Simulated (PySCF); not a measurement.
N⁺ (nitrogen, charge +1) across methods

[He] 2s2 2p2, high-spin 3P determinant. Computed with PySCF 2.14 in aug-cc-pCVTZ-DK (7s6p4d2f, 59 functions), with scalar relativity by spin-free X2C-1e.

| method | E (hartree) | mean ε 2s α (eV) | mean ε 2s β (eV) | mean ε 2p α (eV) | Σ⟨r²⟩ (bohr²) | ⟨S²⟩ |
| --- | --- | --- | --- | --- | --- | --- |
| PBE0 | -54.0330 | -36.409 | -31.864 | -24.232 | 7.813 | 2.003 |
| r2SCAN0 | -54.0681 | -37.162 | -31.907 | -24.798 | 7.769 | 2.005 |
| TPSS | -54.1032 | -34.214 | -30.290 | -22.319 | 7.813 | 2.003 |
| r2SCAN | -54.0663 | -34.692 | -30.266 | -22.783 | 7.788 | 2.004 |
| LDA | -53.6110 | -33.410 | -30.012 | -21.992 | 7.908 | 2.002 |
| UHF | -53.92006 | -44.202 | -35.578 | -30.357 | 7.769 | 2.007 |
| PBE | -54.0212 | -33.585 | -30.110 | -22.016 | 7.861 | 2.002 |
| revPBE | -54.0795 | -33.611 | -30.117 | -21.997 | 7.852 | 2.002 |

Estimate the same row for BP86.

E (hartree) = -54.0811; mean ε 2s α (eV) = -33.620; mean ε 2s β (eV) = -30.277; mean ε 2p α (eV) = -22.047; Σ⟨r²⟩ (bohr²) = 7.834; ⟨S²⟩ = 2.002.
